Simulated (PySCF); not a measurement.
A structure optimised at PBE-D3(BJ)/def2-SVP, used in a PySCF frequency run:

```xyz
10

C     -0.0729    -1.8887     0.0000
C      0.3510    -0.6115     0.0000
O     -0.5005     0.4475     0.0000
C      0.1053     1.7269     0.0000
H     -1.1455    -2.1315     0.0000
H      0.6611    -2.7046     0.0000
H      1.4292    -0.3571     0.0000
H     -0.7111     2.4733     0.0000
H      0.7349     1.8897    -0.9047
H      0.7349     1.8897     0.9047
```

Task: Write its SMILES, formula and point group.

Result: C=COC, C3H6O, Cs

Task: What are its rotational constants (standard atomic weights)?

Result: 39.816, 4.4547, 4.1140 GHz
